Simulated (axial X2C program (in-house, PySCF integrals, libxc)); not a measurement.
# Potential curves of WP, 2c

Computed with an in-house relativistic program for diatomic molecules. Two-component (2c) means X2C with spin–orbit coupling and atomic mean-field two-electron Coulomb and Gaunt terms. Basis: W dyall-cv3z [13s14p9d7f4g], P dyall-v3z [8s7p2d1f] (cores contracted in-house); Gaussian nuclei, density fitting, unrestricted open shells. Masses: W 183.951 u, P 30.974 u.

State: Ω = 3/2 (⟨Sz⟩ = 1.49, ⟨Lz⟩ = 0.01 at BP86). Energies in eV from the lowest point of each curve. Fits are polynomials in 1 − R0/R over 0.85 to 1.23 times the lowest point R0.

```tsv
R (Å)	BP86	PBE0
1.9966	0.2585	0.2230
2.0603	0.0568	0.0441
2.1240	0.0000	0.0000
2.1983	0.0676	0.0657
2.2727	0.2365	0.2133
2.3683	0.5429	0.4703
```

The state is a single determinant with fixed occupations, the lowest that a limited PBE0 search found. Density functionals use the spin component along the axis (collinear). Other states lie close and PBE0, whose exact exchange favours high spin, may order them wrongly; the determinant shown need not be the ground state. The nearest other 2c determinant of the search, Ω = 3/2, lies 0.68 eV up at the distance of the search. With several unpaired electrons one determinant need not be a pure state. This is the top spin component of a Σ state; components of lower Ω are not single determinants and can lie lower. The determinant is spin-polarised beyond a pure state at some levels (its spin-free form has ⟨S²⟩ too high), which makes Re and μ there less reliable.

(1) Fit the BP86 curve near its minimum: give the equilibrium distance and the harmonic wavenumber.

(2) What are Re and ωe at the PBE0 level?

Results:

(1) At BP86, 2c: Re = 2.123 Å, ωe ≈ 523 cm⁻¹; Be follows as 0.141 cm⁻¹.

(2) At PBE0, 2c: Re = 2.118 Å, ωe ≈ 495 cm⁻¹; Be follows as 0.142 cm⁻¹.
